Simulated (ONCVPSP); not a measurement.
**Ranking ONCV potentials for phosphorus (P)**

All share these settings but for the change named:

phosphorus, optimised norm-conserving Vanderbilt (ONCV), made with ONCVPSP 4.0.1 (LDA (Perdew-Zunger), scalar-relativistic). Core [Ne], reference 3s2 3p3. Waves: 3s: rc 1.55 bohr, ncon 4, nbas 8, qcut 3.8 1/bohr, 3 projectors, debl 3.2 Ha; 3p: rc 1.65 bohr, ncon 4, nbas 7, qcut 5.8 1/bohr, 2 projectors, debl 0.3 Ha. Local part: polynomial inside 1.05 bohr (lpopt 3, dvloc0 0 Ha). Core correction: none.

Cutoff: the first of the cutoffs (Ha) at which the residual kinetic energy of the hardest occupied pseudo-wave falls to 1 and 0.1 mHa per electron; the density cutoff is not measured.

The base gives 21 Ha.

Of 11 variants that were run, those that failed, showed a ghost or another fault, or gave nearly equal values are left out.

A variant can come out equal or close to the base.

(1) Rank these variants from softest to hardest (loose cutoff).
A. s: qcut 3.9; p: qcut 6
B. s: qcut 2.1
C. s: rc 1.5
D. s: qcut 5.1
E. s: rc 1.94

## Answers

(1) E (8 Ha), D (10 Ha), A (18 Ha), C (20 Ha), B (62 Ha).
